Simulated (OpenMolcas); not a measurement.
Mo5+ among 6 point charges of -1.7 e arranged as a trigonal antiprism (D3d), with a polar angle of 65.1° against the regular 54.74°.

```json
{"Program": "OpenMolcas", "Method": "SS-CASPT2, IPEA 0.25 Eh, imaginary shift 0.1 Eh (closed shells correlated: 4s 4p)", "Basis": "ANO-RCC-VDZP [6s5p3d1f]", "Scalar Hamiltonian": "DKH2, point nucleus", "Active space": "1 electron in 5 orbitals (4d)", "State averaging": "2S+1 = 2 even, 5 roots", "Spin-orbit coupling": "state interaction with AMFI integrals over the reference wave functions"}
```

All point charges move together. At R = 2.08 Å the first state of the same spin is 4060 cm-1, and at R = 2.17 Å it is 3470 cm-1.

Problem. A third run gives 2900 cm-1. What distance was it run at?

Solution. With a power law R^-n the two known points give n = -ln(3470 / 4060) / ln(2.17 / 2.08) = 3.71. Then R = 2.08 × (4060 / 2900)^(1/3.71) = 2.277 Å. The run was at 2.28 Å, so the estimate is off by -0.003 Å.

Roots that are degenerate in the reference are averaged as groups; the widest CASPT2 spread within a group is 83 cm-1 (the 2-fold group of multiplicity 2 near 4060 cm-1 above the lowest state of its run, R = 2.08). Shifts and gaps below about the spread of the groups concerned are not significant. Free-ion shares, where given, are those of the reference states; single-state CASPT2 does not remix them. This is an electrostatic model: the charges have no orbitals. No measured value stands beside these numbers.
